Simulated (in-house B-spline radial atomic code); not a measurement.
# PBE0 excitations of Br⁷⁺

Method: PBE0. Computed with an all-electron radial atomic-structure program (B-spline basis): linear response of the closed shell [Ar] 3d10 with the functional's adiabatic kernel; non-relativistic, point nucleus, no spin-orbit coupling, no double excitations, S, P, D and F terms only. Only terms of natural parity with L up to 3 were computed.

Without relativity these are model numbers for so heavy an element.

Command:
```bash
python run_td.py task.json out
```
Settings (radii: box in bohr, nucleus in fm):
```
Z                        35
electrons                28
configuration            [Ar] 3d10
hamiltonian              nr
method                   pbe0
box_radius               12.81
intervals                53
```

Time taken, with all properties: 1.3 s on 1 thread of Intel(R) Xeon(R) Platinum 8488C (Sapphire Rapids), on a shared host.

The lowest states, in the order of their Tamm-Dancoff energies; the method's threshold (minus the highest occupied level) is 182.08 eV. Labels give the largest channel, * marks a mixed state, and oscillator strengths are full-response dipole values. Semilocal kernels can invert the small singlet-triplet splittings of Rydberg terms. Energies in eV:

| state | full response | Tamm-Dancoff | oscillator strength |
| --- | --- | --- | --- |
| 3d → 4s 3D | 68.81 | 68.83 | - |
| 3d → 4s 1D | 69.64 | 69.64 | - |
| 3d → 4p 3P | 84.57 | 84.60 | - |
| 3d → 4p 3F | 84.95 | 84.96 | - |
| 3d → 4p 1F | ? | ? | - |
| 3d → 4p 1P | 86.80 | 86.88 | 0.545 |
| 3d → 4d 3S | 109.59 | 109.65 | - |
| 3d → 4d 3D | 110.99 | 111.01 | - |
| 3d → 4d 1D | 111.93 | 111.94 | - |
| 3d → 4d 1S | 118.50 | 119.39 | - |
| 3d → 5s 3D | 125.53 | 125.53 | - |
| 3d → 5s 1D | 125.76 | 125.77 | - |
| 3d → 5p 3P | 131.66 | 131.67 | - |
| 3d → 5p 3F | 131.79 | 131.80 | - |
| 3d → 5p 1F | 132.00 | 132.00 | - |
| 3d → 5p 1P | ? | ? | ? |

Question: Where does 3d → 4p 1F lie?

Answer: At 85.58 eV in full response, 85.58 eV in Tamm-Dancoff.

Question: Where does 3d → 5p 1P lie?

Answer: At 132.31 eV in full response, 132.33 eV in Tamm-Dancoff, oscillator strength 0.0296.

Question: How large is the singlet-triplet splitting of 3d → 4s (D terms) in Tamm-Dancoff?

Answer: 0.814 eV, from the unrounded values.

Question: What polarisabilities and dispersion coefficient does the method give?

Answer: Dipole 0.2727 bohr³, quadrupole 0.2132 bohr⁵, C6 0.3549 hartree·bohr⁶ for two such species.
